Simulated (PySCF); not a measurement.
# Vibration and rotation of TeO

r²SCAN constants of TeO, ³Σ⁻ (triplet), unpaired electrons π ↑↑ (Te x2c-SVPall, O x2c-SVPall; spin-free X2C with a Gaussian nucleus (PySCF 2.14); masses 129.9062 and 15.9949 u):

* ωe: 794.1 cm⁻¹
* ωexe: 3.34 cm⁻¹
* Be: 0.34224 cm⁻¹
* αe: 0.00196 cm⁻¹
* De to Te + O: 3.93 eV

Problem. What force constant and bond length do these constants imply?

Solution. Reduced mass μred = 14.241 u; k = 5.8918×10⁻⁷·μred·ωe² (u, cm⁻¹, mdyn/Å) = 5.29 mdyn/Å; Re = √(16.8576/(μred·Be)) (u, cm⁻¹, Å) = 1.860 Å.

Problem. Estimate the centrifugal constant D from the Kratzer relation and find the Dunham coefficient a1.

Solution. D = 4Be³/ωe² = 2.54e-07 cm⁻¹; a1 = −1 − αeωe/(6Be²) = -3.21.

Spin–orbit coupling is left out, which matters for elements this heavy, above all for dissociation energies. The state was picked by a PBE0 search and need not be the measured ground state.
